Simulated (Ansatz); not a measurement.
Ansatz (a first-principles code) input (CCSD(T)/aug-cc-pV(D+d)Z):
A basis named .json is the Basis Set Exchange file of that set.

Ansatz 0.2 input:
```yaml
crystal:
  periodic: [false, false, false]
  atoms:
    - {symbol: C, position_ang: [1.48334190, -1.07746449, 0.13514852]}
    - {symbol: Si, position_ang: [-0.01068474, 0.03828163, -0.00162366]}
    - {symbol: C, position_ang: [-1.51970134, -0.89943384, -0.54427400]}
    - {symbol: O, position_ang: [-0.25223363, 0.80115323, 1.45177148]}
    - {symbol: O, position_ang: [0.20998776, 1.22327015, -1.12641834]}
    - {symbol: H, position_ang: [1.32833726, -1.86924308, 0.87305721]}
    - {symbol: H, position_ang: [2.37441024, -0.51637668, 0.42695642]}
    - {symbol: H, position_ang: [1.69263035, -1.55802326, -0.82309486]}
    - {symbol: H, position_ang: [-1.38400079, -1.31289117, -1.54593997]}
    - {symbol: H, position_ang: [-1.73548167, -1.72672577, 0.13562771]}
    - {symbol: H, position_ang: [-2.39033627, -0.24156111, -0.56529181]}
    - {symbol: H, position_ang: [0.07530448, 0.37536595, 2.24645949]}
    - {symbol: H, position_ang: [0.74484620, 1.97951513, -0.87311535]}
basis:
  gaussian:
    orbitals: aug-cc-pV_D+d_Z.json
magnetization: {spin_polarized: false}
correlation: {method: ccsd_t, electrons: outside_noble_gas}
```

Output:

```
Functional definition: HF
integrals: 0.95 GiB planned
1930 factors; integrals over basis functions are off by at most 9.6e-4 eV
1.18 GiB of device memory are held for the factors and their scratch space
mean field: 1.13 GiB planned
mean field evaluation 1: about -14122.3814 eV, gradient 5.5e1 eV
mean field evaluation 2: about -14122.5049 eV, gradient 5.5e1 eV
mean field evaluation 4: about -14128.6541 eV, gradient 4.5e0 eV
mean field evaluation 8: about -14128.7240 eV, gradient 2.2e-1 eV
mean field evaluation 16: about -14126.9912 eV, gradient 2.9e1 eV
mean field -14128.72425735 eV, -519.2210396644 hartree, gradient 3.2e-6 eV, S^2 0.000000; 0 other end points of the search recorded, 0 dependent functions left out
9 core orbitals not correlated
reference -14128.72425735 eV, -519.2210396644 hartree; 16, 16 occupied and 171, 171 virtual orbitals, 1930 factors
second order -22.10476351 eV of doubles, -0.00000000 eV of singles
coupled cluster: 5.34 GiB planned
cycle   1  -22.76794725 eV  change   -6.6e-1 eV  update   1.0e-1
cycle   2  -23.27753892 eV  change   -5.1e-1 eV  update   2.9e-2
cycle   3  -23.40720784 eV  change   -1.3e-1 eV  update   1.5e-2
cycle   4  -23.40347374 eV  change    3.7e-3 eV  update   3.0e-3
cycle   5  -23.40237418 eV  change    1.1e-3 eV  update   1.2e-3
cycle   6  -23.40267414 eV  change   -3.0e-4 eV  update   3.5e-4
cycle   7  -23.40259397 eV  change    8.0e-5 eV  update   1.4e-4
cycle   8  -23.40254275 eV  change    5.1e-5 eV  update   4.7e-5
cycle   9  -23.40254457 eV  change   -1.8e-6 eV  update   1.6e-5
perturbative correction -0.70328905 eV, -0.0258453959 hartree
Total energy: -14152.83009097 eV, -520.1069127105 hartree
```
